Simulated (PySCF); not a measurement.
Radial density of As (arsenic, neutral)

B3LYP, [Ar] 3d10 4s2 4p3, high-spin 4S determinant. Computed with PySCF 2.14 in cc-pVDZ-DK (5s4p2d, 27 functions), with the spin-free X2C one-electron Hamiltonian (Gaussian nucleus).

| r (bohr) | 4πr²ρ (e/bohr) | 4πr²(ρα − ρβ) |
| --- | --- | --- |
| 0.00102 | 0.5221 | 0.0000 |
| 0.00171 | 1.255 | 0.0000 |
| 0.00288 | 2.969 | 0.0000 |
| 0.00485 | 6.752 | 0.0000 |
| 0.00815 | 14.20 | 0.0001 |
| 0.0137 | 26.07 | 0.0006 |
| 0.0231 | 38.12 | 0.0036 |
| 0.0388 | 39.46 | 0.0164 |
| 0.0653 | 32.81 | 0.0518 |
| 0.110 | 42.96 | 0.0793 |
| 0.185 | 42.25 | 0.0069 |
| 0.311 | 24.28 | 0.0724 |
| 0.522 | 30.87 | 0.1683 |
| 0.879 | 12.78 | 0.0353 |
| 1.48 | 3.514 | 1.0411 |
| 2.49 | 1.889 | 1.2192 |
| 4.18 | 0.2919 | 0.2529 |
| 7.03 | 0.001887 | 0.0018 |

Densities and radii are taken from the X2C orbitals without a picture-change correction, which distorts them close to the nucleus.
